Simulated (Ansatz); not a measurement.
`[CH3][Sn]([Cl])([Cl])[Cl]` + `FC(F)(F)CI` → `F[C](F)(F)[Sn]([Cl])([Cl])[Cl]` + `CCI`  (formal exchange of groups at the Sn–C bond)

Program: Ansatz. Geometries: PBE0-D4/def2-TZVP. ΔE: electronic, gas phase. CBS: MP2 limit from def2 TZ/QZ plus the TZ coupled-cluster correction, frozen cores. Functionals use def2-TZVPP. HSE06 is defined as in plane-wave codes. Elements past krypton have def2 core potentials. For I, Sn outer-core shells are correlated without core-valence functions, which leaves a few kJ/mol of doubt a bond.

```json
{"level": "LDA (SPW92)", "ΔE (kJ/mol)": "65.9", "difference from CCSD(T)/CBS": "-12.3"}
{"level": "PBE-D4", "ΔE (kJ/mol)": "56.7", "difference from CCSD(T)/CBS": "-21.5"}
{"level": "BLYP-D4", "ΔE (kJ/mol)": "53.3", "difference from CCSD(T)/CBS": "-24.9"}
{"level": "r2SCAN-D4", "ΔE (kJ/mol)": "68.1", "difference from CCSD(T)/CBS": "-10.1"}
{"level": "B97M-V", "ΔE (kJ/mol)": "71.1", "difference from CCSD(T)/CBS": "-7.1"}
{"level": "r2SCANh-D4", "ΔE (kJ/mol)": "71.5", "difference from CCSD(T)/CBS": "-6.7"}
{"level": "HSE06-D4", "ΔE (kJ/mol)": "68.4", "difference from CCSD(T)/CBS": "-9.8"}
{"level": "ωB97X-V", "ΔE (kJ/mol)": "74.0", "difference from CCSD(T)/CBS": "-4.2"}
{"level": "ωB97M-V", "ΔE (kJ/mol)": "74.6", "difference from CCSD(T)/CBS": "-3.6"}
{"level": "B2PLYP", "ΔE (kJ/mol)": "71.1", "difference from CCSD(T)/CBS": "-7.1"}
{"level": "PBE", "ΔE (kJ/mol)": "56.9", "difference from CCSD(T)/CBS": "-21.3"}
{"level": "r2SCAN", "ΔE (kJ/mol)": "68.4", "difference from CCSD(T)/CBS": "-9.8"}
{"level": "HSE06", "ΔE (kJ/mol)": "68.7", "difference from CCSD(T)/CBS": "-9.5"}
{"level": "CAM-B3LYP", "ΔE (kJ/mol)": "72.3", "difference from CCSD(T)/CBS": "-5.9"}
{"level": "LC-ωPBE", "ΔE (kJ/mol)": "76.3", "difference from CCSD(T)/CBS": "-1.9"}
{"level": "MP2/def2-TZVPP", "ΔE (kJ/mol)": "81.9", "difference from CCSD(T)/CBS": "3.7"}
{"level": "CCSD(T)/CBS", "ΔE (kJ/mol)": "78.2", "difference from CCSD(T)/CBS": "0"}
```

Largest T1 diagnostic among the species: 0.012.

From BLYP to BHLYP (50 % exact exchange), in def2-TZVPP and without D4, ΔE moves by +23.6 kJ/mol. At CCSD(T), def2-SVP lies −9.4 kJ/mol from the extrapolated value and def2-TZVPP −0.3 kJ/mol. Leaving LDA and LC-ωPBE aside and taking each functional with its dispersion term where it has one, the values, not all of them listed here, spread over 26.2 kJ/mol, from BLYP-D4 to PBE-QIDH. LDA lies +9.0 kJ/mol from PBE without D4.
